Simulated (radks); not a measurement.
The mean radii <r> (bohr) of the occupied orbitals of an atom or ion are listed with their occupations. Calculated with a radial shooting solver on a logarithmic mesh with Libxc functionals: non-relativistic Kohn-Sham, LB94 model potential, spin-polarised, spherical densities, point nucleus.

orbital  occ.     <r>
1s          2  0.1029
2s          2  0.4461

Name the element and its charge. Open shells, if any, are filled with parallel spins first.

Answer. Z = 15, phosphorus, charge +11: P11+ in [He] 2s2. The 1s radius gives Z: for a bare nucleus <r> = 1.5/Z, 0.1 bohr for Z = 15, and screening makes it slightly larger (0.1029 here). The occupations add up to 4, and the charge is Z minus that.
